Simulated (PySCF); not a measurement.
C₄H₁₀BCl (SMILES CC(C)(C)BCl), singlet, at a GFN2-xTB geometry. Base run: PBE0/6-31G, polarisability run with PySCF.

Here is a job for PySCF.
```python
from pyscf import gto, scf, dft
from pyscf.prop import polarizability

mol = gto.M(
    atom='''
B    -0.17728036    0.24254464   -0.98619784
Cl    1.38283111   -0.01357275   -1.57708456
H    -0.98339501    0.65769805   -1.73279670
C    -0.53685197   -0.01062002    0.55135533
C    -1.93843319   -0.62452094    0.69728517
C     0.47038430   -0.90793427    1.28238274
C    -0.54498317    1.37082702    1.24051671
H    -2.19663130   -0.72958953    1.74944328
H    -1.97449778   -1.60875060    0.23590209
H    -2.68632367    0.00369486    0.21996987
H     0.49692892   -1.89845444    0.83302417
H     1.47126098   -0.48570746    1.23346854
H     0.19356376   -1.01444029    2.32986398
H     0.43751600    1.83455194    1.18703604
H    -1.26506881    2.03461447    0.76763956
H    -0.81577614    1.25788564    2.28863634
''',
    basis='6-31g',
    verbose=3,
)

mf = dft.RKS(mol)
mf.xc = 'pbe0'
mf.kernel()
alpha = mf.Polarizability().polarizability()[2, 2]
print('alpha_zz =', alpha)
```

The base run was repeated with changes; each row names its change, and settings that it needs were set with it.

```csv
change,alpha_zz (bohr³),basis functions,core-seconds (rough)
base,61.20,78,20
finite field (a.u.) = 2e-4; conv_tol = 1e-11,61.20,78,10
finite field (a.u.) = 0.001; conv_tol = 1e-11,61.20,78,20
functional = pbe,63.36,78,20
basis = 6-31G*,63.73,108,30
"functional = lda,vwn",64.40,78,10
basis = cc-pVDZ,67.03,138,40
basis = 6-31+G*,71.81,132,40
basis = STO-3G,31.49,44,8
functional = hf,57.57,78,2
finite field (a.u.) = 0.02; conv_tol = 1e-11,61.39,78,40
finite field (a.u.) = 2e-4; conv_tol = 1e-6,58.01,78,10
```

Finite-field rows take the second difference of the energy in a field along z; a small field with loose convergence shows SCF noise divided by the square of the field, and a large one adds hyperpolarisability.
